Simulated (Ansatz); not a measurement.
A nudged elastic band was laid between two geometries of AlH3O + FGeH3 (10 atoms, charge 0, multiplicity 1).

Computed with Ansatz 0.2.0, RKS PBE-D4/def2-SVP.

- movable images: 9
- climbing image: yes
- spring: 5.0 eV/Å²
- optimiser: quadratic models (default)
- start path: through a guess of the saddle point
- force threshold: 0.05 eV/Å
- iteration limit: 60
- end points: relaxed

First end point:

```xyz
10
Properties=species:S:1:pos:R:3
Ge 0.574 0.398 -0.152
F 0.228 -0.696 1.222
H 2.093 0.674 -0.010
H -0.267 1.674 0.062
H 0.249 -0.382 -1.443
O -2.273 -0.645 0.310
Al -3.916 -1.147 0.381
H -4.412 -2.164 1.514
H -4.854 -0.528 -0.747
H -1.561 -0.923 0.925
```

Last end point:

```xyz
10
Properties=species:S:1:pos:R:3
Ge -0.237 0.066 -0.500
F -0.389 0.204 2.502
H 0.935 -0.836 -0.058
H -0.007 1.563 -0.196
H -0.587 -0.158 -1.998
O -1.712 -0.455 0.444
Al -3.260 -1.151 0.083
H -3.611 -1.462 -1.444
H -4.201 -1.413 1.338
H -1.069 -0.097 1.892
```

(1) Which bonds break or form, and what moves?

(2) What energy profile does the band end with?

(3) What is the geometry of the highest image?

(4) What are the harmonic wavenumbers there?

Results:

(1) Bonds broken: Ge1–F2, O6–H10. Bonds formed: Ge1–O6, F2–H10. AlH3O + FGeH3 becomes AlGeH5O + FH.

(2) It converged. The highest image is number 6 of 0 to 10, 72.7 kJ/mol above the first end and 60.0 kJ/mol above the last; the last end lies 12.7 kJ/mol above the first. A vibrational analysis at the climbing image gives one clearly imaginary mode, 294i cm⁻¹: a first-order saddle point. The orbitals stay closed-shell, which can raise the energy where a bond breaks towards radicals; this wasn't checked here.

```
image  path coordinate (Å)  energy (kJ/mol)  Ge1–F2 (Å)  O6–H10 (Å)  Ge1–O6 (Å)
    0                 0.00              0.0        1.79        0.98        3.07
    1                 1.29              0.6        1.79        0.98        3.12
    2                 2.59              1.7        1.79        0.98        3.26
    3                 3.88              4.0        1.79        0.98        3.58
    4                 5.17             10.1        1.79        0.98        3.59
    5                 6.46             24.1        1.80        0.98        2.81
    6                 7.75             72.7        2.04        1.09        2.06
    7                 8.05             57.5        2.23        1.28        1.95
    8                 8.36             30.6        2.48        1.45        1.88
    9                 8.66             15.5        2.75        1.57        1.84
   10                 8.96             12.7        3.01        1.62        1.83
```

(3) 
```xyz
10
Properties=species:S:1:pos:R:3:forces:R:3
Ge -0.039 0.055 -0.178 0.00 0.00 0.00
F -0.305 0.708 1.733 0.00 0.00 0.00
H 1.165 -0.788 0.314 0.00 0.00 0.00
H 0.222 1.524 -0.599 0.00 0.00 0.00
H -0.531 -0.664 -1.494 0.00 0.00 0.00
O -1.885 -0.407 0.610 0.00 0.00 0.00
Al -3.374 -1.212 0.184 0.00 0.00 0.00
H -3.458 -1.816 -1.282 0.00 0.00 0.00
H -4.490 -1.255 1.316 0.00 0.00 0.00
H -1.445 0.115 1.457 0.00 0.00 0.00
```

(4) 294i, 75, 103, 114, 138, 342, 464, 547, 591, 624, 660, 732, 763, 854, 905, 933, 1007, 1143, 1912, 1936, 1959, 2069, 2100, 2156 cm⁻¹.

Time of the run: 5.8 min on 4 threads of Arm Neoverse V1, with other jobs on the host, peak memory 0.16 GiB.
